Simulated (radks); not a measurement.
Problem. Ca III, configuration [Ar]. All-electron calculation, scalar-relativistic Kohn-Sham, r2SCAN, spin-polarised, spherical densities, finite nucleus; meta-GGA in the generalised Kohn-Sham scheme; Fermi nuclear charge, rms radius 3.4776 fm. Program: a radial shooting solver on a logarithmic mesh with Libxc functionals. Some entries of the table are withheld. Estimate them.

orbital,occ.,eigenvalue (hartree),<1/r> (bohr^-1),<r> (bohr)
1s,2,-146.3640,19.74,0.07685
2s,2,-16.03419,(1),0.3630
2p,6,-13.02177,(2),(3)
3s,2,-2.34609,1.206,1.154
3p,6,-1.60834,(4),(5)
3d,0,-0.55312,0.7731,1.688

Solution. 
(1) 2s <1/r> (bohr^-1): 4.065
(2) 2p <1/r> (bohr^-1): 3.953
(3) 2p <r> (bohr): 0.3273
(4) 3p <1/r> (bohr^-1): 1.081
(5) 3p <r> (bohr): 1.257
